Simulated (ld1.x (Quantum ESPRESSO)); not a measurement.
## W: one change to an ultrasoft potential, before and after

tungsten (W), ultrasoft, made with ld1.x (Quantum ESPRESSO) 7.5 (PBE, scalar-relativistic). Core [Xe] 4f14, reference 5d4 6s2 6p0. Waves: 6s (bound): rcut 2.15, rcutus 2.90 bohr; 6s channel at 2 Ry: rcut 2.15, rcutus 2.90 bohr; 6p (bound, empty): rcut 3.70, rcutus 4.20 bohr; 6p channel at 0.4 Ry: rcut 3.70, rcutus 4.20 bohr; 5d (bound): rcut 1.35, rcutus 1.80 bohr; 5d channel at 0.05 Ry: rcut 1.35, rcutus 1.80 bohr. Local part: all-electron potential smoothed inside 1.40 bohr (lloc = -2). Core correction: Bessel-smoothed model core, default radius (core density twice the valence density). Augmentation charge: built from norm-conserving waves at rcut, not smoothed further.

Change: local potential all-electron potential smoothed inside 4.14 bohr (lloc = -2).

Cutoffs: the cutoffs (Ry, on a coarse ladder) from which the occupation-weighted sum of valence levels, in a spherical-Bessel basis at the reference potential, stays within 10 and 1 mRy of its value at 400 Ry; they do not see the model core or the augmentation charge, which bear on the density cutoff. Errors are all-electron minus pseudo energies relative to the spin-unpolarised reference configuration.

Q: What does the change do?

A: The potential gets neither clearly harder nor softer (30 Ry and 40 Ry → 30 Ry and 45 Ry); the bound ghost in p, s disappears; the errors of the 7 common tests hardly move; the range in which the d phases agree narrows (upper end at the end of the scan → 2.4). A state that the projectors do not describe sees the local part alone, so a deeper or shallower local part can create or remove a ghost.

| quantity | base | changed |
| --- | --- | --- |
| cutoff, loose | 30 Ry | 30 Ry |
| cutoff, tight | 40 Ry | 45 Ry |
| bound ghosts | s, p | none |
| error for 5d4 6s1 6p0, meV [ΔE 8.88 eV] | -9.9 | -9.5 |
| error for 5d4 6s0 6p0, meV [ΔE 24.56 eV] | -42 | -42 |
| error for 5d3 6s0 6p0, meV [ΔE 49.94 eV] | -142 | -153 |
| error for 5d4 6s1.5 6p0, meV [ΔE 3.63 eV] | -2.8 | -2.7 |
| error for 5d3 6s2 6p1, meV [ΔE 4.02 eV] | -85 | -82 |
| error for 5d3 6s2 6p0, meV [ΔE 8.83 eV] | -50 | -52 |
| error for 5d4 6s0 6p1, meV [ΔE 14.34 eV] | -16 | -16 |
| s: phases at 4.55 bohr within 0.05 rad from the reference energy up to (Ry; the scan ends near 5) | 3.7 | 3.7 |
| p: phases at 4.55 bohr within 0.05 rad from the reference energy up to (Ry; the scan ends near 5) | 1.4 | 1.3 |
| d: phases at 4.55 bohr within 0.05 rad from the reference energy up to (Ry; the scan ends near 5) | to the end of the scan | 2.4 |
| lowest overlap eigenvalue by channel | s 0.32, p 0.15, d 0.93 | s 0.07, p 0.64, d 0.99 |

 A true bound ghost makes a file unfit for plane-wave use even where its test errors are small: the radial tests pick states by their node count and pass the ghost by.
